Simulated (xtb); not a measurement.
C4H11S (SMILES CC(C)(C)[SH2+]), charge +1, singlet, geometry from GFN2-xTB. Base run: xtb with GFN2-xTB.

Here is a job for xtb.
```
$ xtb mol.xyz --gfn 2 --chrg 1 --json

# file mol.xyz
16

C     -0.46721230     1.19830070     1.08614094
C     -0.37886662    -0.05533797     0.24787658
C     -0.16551409    -1.30773328     1.06955843
C     -1.51437475    -0.19093952    -0.74278374
S      1.21646759     0.08396989    -0.85362922
H     -1.35914839     1.12926927     1.70743843
H     -0.56717469     2.09550885     0.47895978
H      0.38310971     1.30871766     1.75577105
H     -0.01159147    -2.17993942     0.43853610
H     -1.05549123    -1.48989563     1.66884942
H      0.67604980    -1.21024531     1.75164054
H     -1.37662094    -1.04975865    -1.39553062
H     -1.63379605     0.70219938    -1.35189057
H     -2.44219884    -0.34176636    -0.19434427
H      1.01675679     1.34621071    -1.28554643
H      2.06243045     0.48044166     0.11943077
```

The base run was repeated with changes; each row names its change, and settings that it needs were set with it.

| change | ΔE vs base (kcal/mol) | HOMO-LUMO gap (eV) | G_solv (kcal/mol) | SCF cycles |
|---|---|---|---|---|
| base | 0.000 | 5.01 | - | 10 |
| file = coord | 0.000 | 5.01 | - | 10 |
| alpb = hexane | -33.66 | 5.17 | -34.04 | 10 |
| gbsa = acetonitrile | -53.53 | 5.14 | -54.67 | 10 |
| acc = 0.0001 | 0.000 | 5.01 | - | 16 |
| acc = 30 | 0.000 | 5.01 | - | 7 |
| alpb = thf | -50.51 | 5.09 | -51.20 | 10 |
| etemp = 10000 | -11.06 | 5.25 | - | 10 |

ALPB and GBSA are two models with their own fitted parameters for each solvent, which aren't always the measured dielectric constant.
